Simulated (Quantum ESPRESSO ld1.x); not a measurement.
Problem. All-electron atom: Tb16+ in [Kr] 4d10 4f3. All-electron calculation, scalar-relativistic Kohn-Sham, PBE, spin-unpolarised, spherical densities, point nucleus. Program: ld1.x of Quantum ESPRESSO 7.5. Some entries of the table are withheld. Estimate them.

orbital,occ.,eigenvalue (eV),r(max) (bohr),<1/r> (bohr^-1)
1s,2,-52225.0,0.01364,73.12
2s,2,-8959.20,0.07749,16.97
2p,6,-8000.62,0.06280,(1)
3s,2,-2270.52,0.2197,6.242
3p,6,-1974.90,(2),5.860
3d,10,-1590.08,0.1764,(3)
4s,2,-725.289,0.5000,2.691
4p,6,-625.352,0.5199,2.493
4d,10,-487.914,0.5330,2.252
4f,3,-334.989,0.4994,1.930

Solution. 
(1) 2p <1/r> (bohr^-1): 15.80
(2) 3p r(max) (bohr): 0.2158
(3) 3d <1/r> (bohr^-1): 5.557
